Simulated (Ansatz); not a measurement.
Input file for Ansatz (a quantum-chemistry and plane-wave program): U-CCSD(T)/def2-SVP on HIZn (SMILES [ZnH][I]), a point of a bond scan (R = 4.898 Å). Elements past Kr take the def2 small-core potentials; no spin–orbit coupling. The run froze 18 orbitals, filled d shells among them.

Ansatz 0.2 input:
```yaml
crystal:
  periodic: [false, false, false]
  atoms:
    - {symbol: Zn, position_ang: [-0.00000000, -0.00000000, -1.52518202]}
    - {symbol: H, position_ang: [0.00000000, 0.00000000, -6.42363748]}
    - {symbol: I, position_ang: [0.00000000, 0.00000000, 0.92097000]}
basis:
  gaussian:
    orbitals: def2-SVP
correlation: {method: ccsd_t, electrons: outside_noble_gas}
scf: {omitted_lower_state_checks: [cluster_reference]}
magnetization: {spin_polarized: true, initial_magnetization: 0}
```

### Question
What total energy does the run end on?

### Answer
-2075.1269 hartree (reference determinant -2074.7524, T1 diagnostic 0.013). Its determinant has ⟨S²⟩ = 1.01, a mixture of spin states.

### Question
How many basis functions does it have, and what does it roughly cost on one machine?

### Answer
62 functions; roughly 8 core-seconds.
